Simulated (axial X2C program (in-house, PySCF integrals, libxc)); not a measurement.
## Worked dissociation energy of NbCl: B97-3, scalar-relativistic

All values were computed with an in-house relativistic program for diatomic molecules. Spin-free means the one-electron spin-free X2C Hamiltonian. Basis: Nb dyall-cv3z [11s12p9d5f3g], Cl dyall-av3z [9s8p3d2f] (cores contracted in-house); Gaussian nuclei, density fitting, unrestricted open shells. Masses: Nb 92.906 u, Cl 34.969 u.

Molecular state: M_S = 2, Λ = 1 (beyond evenly filled blocks: σα, π+α, δ+α, δ-α).

| Item | Value |
| --- | --- |
| E(Nb) (2M_S = 5, M_L = 0) | -3819.089932 hartree |
| E(Cl) (2M_S = 1, M_L = 0) | -461.529857 hartree |
| E(NbCl) at Re | -4280.785859 hartree |
| ωe | 381.9 cm⁻¹ |
| ωexe | 1.3 cm⁻¹ |

(1) Work out De and D0.

The state is a single determinant with fixed occupations, the lowest that a limited PBE0 search found. De is counted from the lowest determinant-based energies of the atoms at the same level, without counterpoise correction. PBE0 can misorder states that lie within some tenths of an eV, so this need not be the ground state of the molecule. The nearest other spin-free determinant of the search, M_S = 2, Λ = 2, lies 0.28 eV up at the distance of the search. Without a current term, density functionals place determinants with orbital angular momentum somewhat too high.

Each atomic determinant is the lowest at this level and need not be a pure term. Totals compare only within one Hamiltonian and basis.

Results:

(1) De = -3819.089932 + (-461.529857) − (-4280.785859) = 0.16607 hartree = 4.519 eV. The zero-point energy is ωe/2 − ωexe/4 = 191 cm⁻¹ = 0.024 eV, so D0 = 4.495 eV.
